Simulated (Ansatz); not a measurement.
Program: Ansatz. Geometries: PBE0-D4/def2-TZVP. ΔE: electronic, gas phase. CCSD(T)/CBS is the MP2 limit (def2-TZVPP, def2-QZVPP) plus CCSD(T) − MP2 in def2-TZVPP, frozen cores. For Ge, Se outer-core shells are correlated without core-valence functions, which leaves a few kJ/mol of doubt a bond. Scalar relativity is left out up to krypton. Each species was taken in one conformer, which may not be the lowest.

`O[SiH](F)[SeH]` + `[CH3][GeH3]` → `[CH3][GeH2][SeH]` + `O[SiH2]F`  (formal exchange of groups at the Se–Si bond)

```json
{"species": "`O[SiH](F)[SeH]`", "MP2/CBS(def2) energy (Eh)": "-2866.65578"}
{"species": "`[CH3][GeH3]`", "MP2/CBS(def2) energy (Eh)": "-2117.72209"}
{"species": "`[CH3][GeH2][SeH]`", "MP2/CBS(def2) energy (Eh)": "-4518.44927"}
{"species": "`O[SiH2]F`", "MP2/CBS(def2) energy (Eh)": "-465.92671"}
```

Task: Work out ΔE.

Result: ΔE = (-4518.44927) + (-465.92671) − (-2866.65578) − (-2117.72209) = 0.00189 Eh = +5.0 kJ/mol. CCSD(T)/CBS gives +6.4 kJ/mol.

Largest T1 diagnostic among the species: 0.011.

Leaving LDA and LC-ωPBE aside and taking each functional with its dispersion term where it has one, the values, not all of them listed here, spread over 12.4 kJ/mol, from BHLYP-D4 to B97M-V. LDA lies +7.0 kJ/mol from PBE without D4. In def2-TZVPP, CCSD(T) changes the Hartree–Fock value by +6.5 kJ/mol (the triples alone add +0.9 kJ/mol) and MP2 by +5.0 kJ/mol.
